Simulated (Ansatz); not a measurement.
Job for Ansatz (a quantum-chemistry and plane-wave program): R-CCSD(T)/def2-SVP on H3IPbSi (SMILES [SiH3][Pb][I]), a point of a torsion scan. Elements past Kr take the def2 small-core potentials; no spin–orbit coupling. The run froze 23 orbitals, filled d shells among them.

Ansatz 0.2 input:
```yaml
crystal:
  periodic: [false, false, false]
  atoms:
    - {symbol: Si, position_ang: [-0.79632748, 0.00609582, 0.01705765]}
    - {symbol: Pb, position_ang: [1.47784038, 1.46123560, -0.07428772]}
    - {symbol: I, position_ang: [2.99716196, -0.19128894, 1.51690274]}
    - {symbol: H, position_ang: [-1.12660529, -0.58360618, 1.31152255]}
    - {symbol: H, position_ang: [-1.97300376, 0.80610179, -0.34608527]}
    - {symbol: H, position_ang: [-0.80869463, -1.11209638, -0.92910060]}
basis:
  gaussian:
    orbitals: def2-SVP
magnetization: {spin_polarized: false}
correlation: {method: ccsd_t, electrons: outside_noble_gas}
scf: {lower_state_search: off}
```

It printed:

```
WARN ansatz: RAYON_NUM_THREADS=1 ignored (pool sized by the plan → 1); use --threads N
Functional definition: HF
these checks for a lower state are left out or cut short: stability, starts, cluster_reference, orbital_swaps, neighbouring_geometries, increment
integrals: 0.09 GiB planned
1002 factors; integrals over basis functions are off by at most 1.1e-3 eV
mean field: 0.29 GiB planned
mean field evaluation 1: about -21199.4880 eV, gradient 1.5e1 eV
mean field evaluation 2: about -21199.5407 eV, gradient 1.5e1 eV
mean field evaluation 4: about -21200.8043 eV, gradient 2.0e0 eV
mean field evaluation 8: about -21200.8396 eV, gradient 1.3e-1 eV
mean field -21200.83984506 eV, -779.1164938606 hartree, gradient 2.2e-6 eV, S^2 0.000000; 0 other end points of the search recorded, 0 dependent functions left out
23 core orbitals not correlated
reference -21200.83984506 eV, -779.1164938606 hartree; 9, 9 occupied and 53, 53 virtual orbitals, 1002 factors
second order -6.95059418 eV of doubles, -0.00000000 eV of singles
coupled cluster: 0.18 GiB planned
cycle   1  -7.77073388 eV  change   -8.2e-1 eV  update   8.7e-2
cycle   2  -8.06163679 eV  change   -2.9e-1 eV  update   2.9e-2
cycle   3  -8.11147440 eV  change   -5.0e-2 eV  update   1.5e-2
cycle   4  -8.10663023 eV  change    4.8e-3 eV  update   5.4e-3
cycle   5  -8.10500189 eV  change    1.6e-3 eV  update   2.1e-3
cycle   6  -8.10504688 eV  change   -4.5e-5 eV  update   8.3e-4
cycle   7  -8.10512459 eV  change   -7.8e-5 eV  update   2.8e-4
cycle   8  -8.10517472 eV  change   -5.0e-5 eV  update   8.5e-5
cycle   9  -8.10517299 eV  change    1.7e-6 eV  update   3.1e-5
cycle  10  -8.10516677 eV  change    6.2e-6 eV  update   1.1e-5
perturbative correction -0.21923228 eV, -0.0080566378 hartree
Total energy: -21209.16424411 eV, -779.4224098832 hartree
Checks for a lower state left out: stability, starts, cluster_reference, orbital_swaps, neighbouring_geometries, increment
```

The calculation finished and met its thresholds.

Cost: roughly 4 core-seconds.
